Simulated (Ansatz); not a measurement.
`C[N](C)[Ge]([F])([F])[F]` + `[SiH3][O][ZnH]` → `[F][GeH]([F])[F]` + `C[N](C)[Zn][O][SiH3]` at 600 K and 1 bar (redistribution).

Calculated with Ansatz (gas phase, PBE0-D4/def2-TZVP geometries, no zero-point term in ΔE). CCSD(T)/CBS adds triple-zeta CCSD(T) − MP2 to the extrapolated MP2 energy (def2 sets, frozen cores). For Ge, Zn outer-core shells are correlated without core-valence functions, which leaves a few kJ/mol of doubt a bond. Scalar relativity is left out up to krypton. Each species was taken in one conformer, which may not be the lowest.

| species | CCSD(T)/CBS energy (Eh) | H − E (kJ/mol) | S (J/(mol·K)) |
| --- | --- | --- | --- |
| `C[N](C)[Ge]([F])([F])[F]` | -2510.03269 | 314.7 | 522.2 |
| `[SiH3][O][ZnH]` | -2145.08513 | 139.6 | 398.1 |
| `[F][GeH]([F])[F]` | -2376.20168 | 80.2 | 351.9 |
| `C[N](C)[Zn][O][SiH3]` | -2278.90366 | 374.3 | 574.0 |

H − E and S are ideal-gas, rigid-rotor, harmonic terms from PBE0-D4/def2-TZVP, for one conformer and one mirror image of each species. 1 Eh = 2625.50 kJ/mol, R = 8.31446 J/(mol·K).

Problem. By hand: ΔE, ΔH, ΔS and ΔG.

Solution. ΔE = (-2376.20168) + (-2278.90366) − (-2510.03269) − (-2145.08513) = 0.01248 Eh = 32.8 kJ/mol. Δ(H − E) = 80.2 + 374.3 − 314.7 − 139.6 = 0.2, so ΔH = 33.0 kJ/mol. ΔS = 351.9 + 574.0 − 522.2 − 398.1 = 5.6 J/(mol·K). ΔG = 33.0 − 600 × (5.6)/1000 = 29.6 kJ/mol.

Problem. By hand: the equilibrium constant, and the temperature at which ΔG would vanish if ΔH and ΔS stayed fixed.

Solution. log₁₀ K = −ΔG/(RT ln 10) = -2.6. ΔG = 0 at ΔH/ΔS = 5893 K, far beyond where these terms or the molecules hold.

The number of gas molecules stays the same, so ΔS is small and ΔH decides. A doubt of 5 kJ/mol in ΔE shifts log₁₀ K by 0.4 here. Other conformers and mirror images would add mixing entropy, several J/(mol·K) or more a flexible species. Modes under 60 cm⁻¹, often nearly free rotors, make the harmonic entropy too high. These are equilibria of isolated gas molecules and say nothing of rates. Largest T1 diagnostic: 0.016 (customary marks: 0.02 for closed shells, 0.045 for open ones).
